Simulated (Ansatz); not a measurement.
A structure relaxed at r2SCAN-D4/def2-SVP in Ansatz, charge 1, singlet:

| atom | x (Å) | y (Å) | z (Å) |
| --- | --- | --- | --- |
| Na1 | 0.212 | -0.162 | -4.873 |
| Na2 | 2.140 | 1.086 | -0.974 |
| Na3 | -3.242 | -2.883 | 2.239 |
| Na4 | 1.222 | 4.187 | 2.191 |
| Na5 | -0.068 | -2.408 | -0.953 |
| Na6 | -0.915 | 0.577 | -0.224 |
| Na7 | 0.432 | -0.257 | 2.541 |
| S8 | -1.288 | -1.727 | 1.247 |
| S9 | 1.014 | 1.915 | 1.224 |
| S10 | 0.493 | -0.327 | -2.418 |

(1) Give its formula and point group.

(2) Summarise the bond lengths by kind (pairs closer than 1.2 times the sum of covalent radii, bridged metal pairs left out).

## Answers

(1) Na7S3⁺. Point group C3v (tolerance 0.1 Å).

(2) 12 × Na–S 2.48 to 2.76 Å.

The structure comes from a short search, and lower isomers may exist.
